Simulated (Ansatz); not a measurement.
Ansatz (a program for electronic structure) job for KF, SMILES [F][K], PBE/def2-TZVPD. Coordinates come from a PBE-D3(BJ)/def2-TZVPD optimisation.

Ansatz 0.2 input:
```yaml
crystal:
  periodic: [false, false, false]
  atoms:
    - {symbol: K, position_ang: [0.00000000, 0.00000000, -0.71192159]}
    - {symbol: F, position_ang: [0.00000000, 0.00000000, 1.50294559]}
basis:
  gaussian:
    orbitals: def2-TZVPD
hamiltonian:
  xc: {name: PBE}
```

Program output:

```
WARN ansatz: RAYON_NUM_THREADS=1 ignored (pool sized by the plan → 1); use --threads N
Functional definition: PBE
integrals: 0.02 GiB planned
527 factors; their error is unknown
mean field: 0.14 GiB planned
mean field evaluation 1: about -19030.6796 eV, gradient 5.6e1 eV
mean field evaluation 2: about -18713.2706 eV, gradient 1.7e2 eV
mean field evaluation 4: about -19030.7109 eV, gradient 5.6e1 eV
mean field evaluation 8: about -19035.7453 eV, gradient 3.0e-1 eV
mean field evaluation 16: about -19035.7290 eV, gradient 1.5e-5 eV
mean field -19035.72903800 eV, -699.5501392659 hartree, gradient 1.5e-5 eV, S^2 0.000000; 0 other end points of the search recorded, 0 dependent functions left out
reference -19035.72907445 eV, -699.5501406053 hartree; 14, 14 occupied and 62, 62 virtual orbitals, 527 factors
Total energy: -19035.72907445 eV, -699.5501406053 hartree
```

Self-consistency was reached.
